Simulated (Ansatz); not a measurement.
`CNB(O)F` + H–F → `CNB(F)F` + H₂O at 500 K and 1 bar (ligand exchange at a B–O bond).

Calculated with Ansatz (gas phase, PBE0-D4/def2-TZVP geometries, no zero-point term in ΔE). CBS: MP2 limit from def2 TZ/QZ plus the TZ coupled-cluster correction, frozen cores. This one scheme is used for every species. One conformer a species, not always the lowest.

```json
{"species": "`CNB(O)F`", "CCSD(T)/CBS energy (Eh)": "-295.68142", "H − E (kJ/mol)": "243.6", "S (J/(mol·K))": "374.3"}
{"species": "H–F", "CCSD(T)/CBS energy (Eh)": "-100.39570", "H − E (kJ/mol)": "39.4", "S (J/(mol·K))": "188.7"}
{"species": "`CNB(F)F`", "CCSD(T)/CBS energy (Eh)": "-319.70892", "H − E (kJ/mol)": "209.3", "S (J/(mol·K))": "363.2"}
{"species": "H₂O", "CCSD(T)/CBS energy (Eh)": "-76.37941", "H − E (kJ/mol)": "73.2", "S (J/(mol·K))": "206.3"}
```

H − E and S are ideal-gas, rigid-rotor, harmonic terms from PBE0-D4/def2-TZVP, for one conformer and one mirror image of each species. 1 Eh = 2625.50 kJ/mol, R = 8.31446 J/(mol·K).

Q: By hand: ΔE, ΔH, ΔS and ΔG.

A: ΔE = (-319.70892) + (-76.37941) − (-295.68142) − (-100.39570) = -0.01121 Eh = -29.4 kJ/mol. Δ(H − E) = 209.3 + 73.2 − 243.6 − 39.4 = -0.5, so ΔH = -29.9 kJ/mol. ΔS = 363.2 + 206.3 − 374.3 − 188.7 = 6.5 J/(mol·K). ΔG = -29.9 − 500 × (6.5)/1000 = -33.1 kJ/mol.

Q: By hand: the equilibrium constant, and the temperature at which ΔG would vanish if ΔH and ΔS stayed fixed.

A: log₁₀ K = −ΔG/(RT ln 10) = 3.5. ΔH and −TΔS have one sign here, so there is no such temperature.

The number of gas molecules stays the same, so ΔS is small and ΔH decides. A doubt of 5 kJ/mol in ΔE shifts log₁₀ K by 0.5 here. Other conformers and mirror images would add mixing entropy, several J/(mol·K) or more a flexible species. These are equilibria of isolated gas molecules and say nothing of rates. Largest T1 diagnostic: 0.011 (customary marks: 0.02 for closed shells, 0.045 for open ones).

ΔS is within the doubt of such terms, so its sign, and with it that verdict, could turn.
